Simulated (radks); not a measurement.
The numbers below are computed, except where a source is named.
Lu IV, 68 electrons, occupied as [Xe] 4f14 (the NIST ground configuration). Level of theory: Dirac Kohn-Sham, exchange-only B88, spin-unpolarised, spherical densities, finite nucleus; Fermi nuclear charge, rms radius 5.37 fm (a radial shooting solver on a logarithmic mesh with Libxc functionals).

Unscreened Slater integrals over Kohn-Sham orbitals (cm^-1). Large and small components are both included.

\begin{tabular}{lr}
integral & value \\ \hline
F0(4f7/2,4f7/2) & 283770 \\
F2(4f7/2,4f7/2) & 132730 \\
F4(4f7/2,4f7/2) & 82869 \\
F6(4f7/2,4f7/2) & 59504 \\
F0(4f7/2,4f5/2) & 286430 \\
F2(4f7/2,4f5/2) & 134120 \\
F4(4f7/2,4f5/2) & 83764 \\
G2(4f7/2,4f5/2) & 133700 \\
G4(4f7/2,4f5/2) & 83513 \\
G6(4f7/2,4f5/2) & 59979 \\
F0(4f7/2,5p3/2) & 170270 \\
F2(4f7/2,5p3/2) & 55703 \\
G2(4f7/2,5p3/2) & 28158 \\
G4(4f7/2,5p3/2) & 21736 \\
F0(4f7/2,5p1/2) & 181440 \\
G4(4f7/2,5p1/2) & 25950 \\
F0(4f5/2,4f5/2) & 289150 \\
F2(4f5/2,4f5/2) & 135570 \\
F4(4f5/2,4f5/2) & 84702 \\
F0(4f5/2,5p3/2) & 170870 \\
F2(4f5/2,5p3/2) & 55096 \\
G2(4f5/2,5p3/2) & 27225 \\
G4(4f5/2,5p3/2) & 21128 \\
F0(4f5/2,5p1/2) & 182150 \\
G2(4f5/2,5p1/2) & 33104 \\
F0(5p3/2,5p3/2) & 140600 \\
F2(5p3/2,5p3/2) & 75670 \\
F0(5p3/2,5p1/2) & 145810 \\
G2(5p3/2,5p1/2) & 77183 \\
F0(5p1/2,5p1/2) & 151860 \\
\end{tabular}
